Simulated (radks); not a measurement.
The lutetium anion Lu- inside a hard spherical wall (all orbitals vanish at R), configuration held at [Xe] 4f14 5d2 6s2 and not refilled when levels cross. Calculated with a radial shooting solver on a logarithmic mesh with Libxc functionals: scalar-relativistic Kohn-Sham, PBE, spin-polarised, spherical densities, point nucleus; open shells are filled with parallel spins first (spin-orbit coupling, left out, can overturn this in heavy ions). Eigenvalues in eV for spin up, with the zero of energy where the potential of the charges vanishes at infinity; a dash marks a level that is unbound or too diffuse for the functional's potential to be trusted. A positive occupied level is held by the wall or, in an anion where self-interaction has pushed it up, behind a barrier. The pressure on the wall is -dE/dV.

| R (bohr) | E (hartree) | kinetic (hartree) | e(5p) | e(4f) | e(6s) | e(6p, empty) | e(7s, empty) | e(5d) | pressure (GPa) |
|---|---|---|---|---|---|---|---|---|---|
| 20 | -14563.3377 | 15915.495 | -27.662 | -5.444 | -1.307 | - | - | 1.683 | 0.00692 |
| 15 | -14563.3311 | 15915.482 | -26.813 | -4.584 | -0.680 | 1.861 | 2.546 | 2.361 | 0.0175 |
| 12 | -14563.3237 | 15915.489 | -26.164 | -3.924 | -0.267 | 2.352 | 3.847 | 2.878 | 0.0628 |
| 10 | -14563.3112 | 15915.525 | -25.418 | -3.167 | 0.197 | 2.995 | 5.681 | 3.483 | 0.233 |
| 7 | -14563.2219 | 15915.834 | -22.597 | -0.299 | 2.226 | 5.966 | 13.893 | 5.892 | 3.41 |
| 5 | -14562.8599 | 15916.947 | -17.522 | 5.008 | 7.816 | 14.115 | 34.790 | 10.976 | 36.5 |
| 2.5 | -14555.0574 | 15943.215 | 12.744 | 39.414 | 84.090 | 110.05 | 239.21 | 51.622 | 5270 |
| 2 | -14542.0274 | 15985.530 | 45.920 | 71.779 | 179.06 | 217.28 | 444.98 | 95.665 | 26200 |
